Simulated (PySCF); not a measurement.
C4H4.

```xyz
8

C      0.1746    -1.9279     0.0000
C     -0.1153    -0.7359     0.0000
C     -0.4906     0.6372     0.0000
C      0.3755     1.6773     0.0000
H      0.4399    -2.9757     0.0000
H     -1.5774     0.8410     0.0000
H      1.4646     1.5171     0.0000
H      0.0076     2.7142     0.0000
```
Charge 0, spin multiplicity 1.

The structure is a stationary point at PBE-D3(BJ)/def2-SVP.

Computed with PBE0/pcSseg-1 in PySCF. Non-relativistic, no solvent.

**Question.** Give the absolute GIAO shielding of each atom: isotropic value and principal components (ppm). (The exact figures need the calculation; the answer reports its results.)

**Answer.** 
| atom | σ(iso) | σ11 | σ22 | σ33 | span |
|---|---|---|---|---|---|
| C1 | 92.2 | 35.8 | 44.3 | 196.5 | 160.6 |
| C2 | 99.1 | -1.7 | -1.6 | 300.6 | 302.2 |
| C3 | 56.8 | -60.0 | 71.9 | 158.6 | 218.6 |
| C4 | 42.3 | -89.8 | 56.7 | 160.0 | 249.8 |
| H5 | 27.8 | 24.2 | 24.4 | 34.6 | 10.5 |
| H6 | 25.1 | 22.5 | 25.3 | 27.5 | 5.1 |
| H7 | 25.0 | 21.0 | 24.8 | 29.1 | 8.2 |
| H8 | 25.2 | 21.9 | 25.1 | 28.5 | 6.7 |
